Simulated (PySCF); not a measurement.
C₂H₅S, SMILES C[CH]S, multiplicity 2. Geometry: r2SCAN-D4/def2-TZVP. The isomer is the one that the SMILES or the coordinates give; other isomers of the formula were not compared. The values are those of a single conformer.

Problem. Give the equilibrium geometry at r2SCAN-D4/def2-TZVP (PySCF confirms it by a frequency run) as bond lengths and angles. (Estimate from the structure and the level; the computed values follow.)

Solution. This is not unique; one that fits is 
Atoms: C1 C2 S3 H4 H5 H6 H7 H8. Bond lengths (Å): C1–C2 1.484, C1–H4 1.100, C1–H5 1.092, C1–H6 1.096, C2–S3 1.728, C2–H7 1.083, S3–H8 1.346. Bond angles (°): C2–C1–H4 112.4, C2–C1–H5 110.7, C2–C1–H6 111.5, H4–C1–H5 107.5, H4–C1–H6 106.7, H5–C1–H6 107.8, C1–C2–S3 122.8, C1–C2–H7 121.2, S3–C2–H7 113.4, C2–S3–H8 97.4.
Charge 0, spin multiplicity 2.
